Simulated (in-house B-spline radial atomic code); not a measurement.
A calculation on Au: its settings, and results tabulated from the run. Computed with a B-spline radial code for spherical atoms: scalar-relativistic (X2C) AM05, spin-polarised, spherical fractional occupations, Fermi nucleus of rms radius 5.4371 fm.

Command:
```bash
python run_scf.py task.json out
```
Settings (nuclear radius in fm, mass in u):
```
Z                79
configuration    [Xe] 4f14 5d10 6s1
hamiltonian      x2c
method           am05
spin_polarised   True
nucleus          fermi
rms_radius       5.4371
atomic_mass      196.96657
speed_of_light   137.035999084
```

Output (hartree, bohr):
```
 radial grid: 77 intervals, B-splines of order 8, outer radius 50 bohr

 iter        energy (Eh)    residual
    1      -19001.245458    7.20e-01
    2      -18969.962150    4.96e-01
    3      -19000.068930    2.78e-01
    4      -19003.552282    9.14e-02
    5      -19003.593466    1.18e-01
    6      -19003.789574    1.18e-02
    7      -19003.790084    1.15e-02
    8      -19003.796824    4.70e-04
    9      -19003.796835    6.16e-05
   10      -19003.796835    3.17e-06
   11      -19003.796835    2.74e-07

 total energy                    -19003.79684
 kinetic                           21834.8616
 electron-nucleus                 -47899.4577
 Hartree                            7419.5225
 exchange-correlation               -358.7232

 orbital      occ     eigenvalue          <r>       <r^2>       <1/r>       r_max
 1s up      1.000     -2954.5759    0.0160358 0.000363083     106.292     0.00944
 1s down    1.000     -2954.5751    0.0160358 0.000363083     106.292     0.00944
 2s up      1.000      -521.2876    0.0703164  0.00591757     24.9714     0.06004
 2s down    1.000      -521.2875    0.0703164  0.00591757     24.9714     0.06004
 2p up      3.000      -452.9120    0.0636264  0.00496656     20.2952     0.04916
 2p down    3.000      -452.9118    0.0636264  0.00496656     20.2952     0.04916
 3s up      1.000      -123.0459     0.183459   0.0386367     8.95684        0.17
 3s down    1.000      -123.0457     0.183459   0.0386367     8.95683        0.17
 3p up      3.000      -103.0939     0.184342   0.0395165     7.72469      0.1688
 3p down    3.000      -103.0936     0.184342   0.0395165     7.72469      0.1688
 3d up      5.000       -80.7992     0.167685   0.0329337     7.15254      0.1375
 3d down    5.000       -80.7991     0.167685   0.0329337     7.15255      0.1375
 4s up      1.000       -26.6770     0.407366     0.18754     3.73624      0.3835
 4s down    1.000       -26.6767     0.407362    0.187536     3.73628      0.3835
 4p up      3.000       -20.0905      0.43285    0.213197     3.26209      0.4026
 4p down    3.000       -20.0901     0.432844    0.213191     3.26214      0.4026
 4d up      5.000       -11.9315     0.458805    0.243428     2.89196      0.4109
 4d down    5.000       -11.9311     0.458798    0.243421     2.89201      0.4109
 5s up      1.000        -3.9659     0.928011    0.967174     1.49614       0.849
 5s down    1.000        -3.9661     0.927888    0.966766     1.49612      0.8491
 5p up      3.000        -2.2071      1.07148     1.30096     1.24738      0.9512
 5p down    3.000        -2.2066      1.07033      1.2975     1.24831      0.9513
 4f up      7.000        -2.9816     0.498971    0.301961     2.46151      0.3752
 4f down    7.000        -2.9811     0.498967    0.301952     2.46153      0.3752
 5d up      5.000        -0.2563      1.63156     3.23391    0.821634        1.22
 5d down    5.000        -0.2460      1.60755     3.13132    0.831999       1.216
 6s up      1.000        -0.2229      2.83934     9.28287    0.450241       2.324

 Slater integrals (Eh)
   F0(5d up,5d up)               0.560324
   F2(5d up,5d up)               0.281191
   F4(5d up,5d up)               0.183348
   F0(5d up,5d down)             0.564312
   F2(5d up,5d down)             0.283833
   F4(5d up,5d down)             0.185290
   F0(5d up,6s up)               0.380992
   G2(5d up,6s up)               0.094467
   F0(5d down,5d down)           0.568370
   F2(5d down,5d down)           0.286566
   F4(5d down,5d down)           0.187308
   F0(5d down,6s up)             0.382167
   F0(6s up,6s up)               0.318720
```

Time taken, with all properties: 0.46 s on 1 thread of Arm Neoverse V2, with other jobs on the host.

One-electron X2C: radii and densities carry no picture-change correction, so inner-shell <1/r> comes out high (for 1s by about 2 % at Z = 33, 5 % at 54, 10 % at 75, 30 % at 118) and <r> low.
